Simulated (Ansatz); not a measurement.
`C/C(F)=C(\F)C(F)(F)F` + H₂ → `F/C=C(\F)C(F)(F)F` + CH₄ at 700 K and 1 bar (hydrogenolysis of a C–C bond).

Gas-phase electronic energies from Ansatz, PBE0-D4/def2-TZVP geometries. CCSD(T)/CBS adds triple-zeta CCSD(T) − MP2 to the extrapolated MP2 energy (def2 sets, frozen cores). This one scheme is used for every species. Double bonds are as drawn, so ΔE can hold a change between cis and trans.

| species | CCSD(T)/CBS energy (Eh) | H − E (kJ/mol) | S (J/(mol·K)) |
| --- | --- | --- | --- |
| `C/C(F)=C(\F)C(F)(F)F` | -652.93707 | 280.2 | 535.7 |
| H₂ | -1.17544 | 46.8 | 155.3 |
| `F/C=C(\F)C(F)(F)F` | -613.66934 | 189.7 | 472.6 |
| CH₄ | -40.46206 | 145.9 | 224.0 |

H − E and S are ideal-gas, rigid-rotor, harmonic terms from PBE0-D4/def2-TZVP. For small species the MP2-based limit differs from directly extrapolated CCSD(T) by up to some mEh (0.8 for H₂); such offsets cancel only in part. 1 Eh = 2625.50 kJ/mol, R = 8.31446 J/(mol·K).

Task: By hand: ΔE, ΔH, ΔS and ΔG.

Result: ΔE = (-613.66934) + (-40.46206) − (-652.93707) − (-1.17544) = -0.01889 Eh = -49.6 kJ/mol. Δ(H − E) = 189.7 + 145.9 − 280.2 − 46.8 = 8.6, so ΔH = -41.0 kJ/mol. ΔS = 472.6 + 224.0 − 535.7 − 155.3 = 5.6 J/(mol·K). ΔG = -41.0 − 700 × (5.6)/1000 = -44.9 kJ/mol.

Task: By hand: the equilibrium constant, and the temperature at which ΔG would vanish if ΔH and ΔS stayed fixed.

Result: log₁₀ K = −ΔG/(RT ln 10) = 3.4. ΔH and −TΔS have one sign here, so there is no such temperature.

The number of gas molecules stays the same, so ΔS is small and ΔH decides. A doubt of 5 kJ/mol in ΔE shifts log₁₀ K by 0.4 here. Modes under 60 cm⁻¹, often nearly free rotors, make the harmonic entropy too high. These are equilibria of isolated gas molecules and say nothing of rates. Largest T1 diagnostic: 0.013 (customary marks: 0.02 for closed shells, 0.045 for open ones).

ΔS is within the doubt of such terms, so its sign, and with it that verdict, could turn.
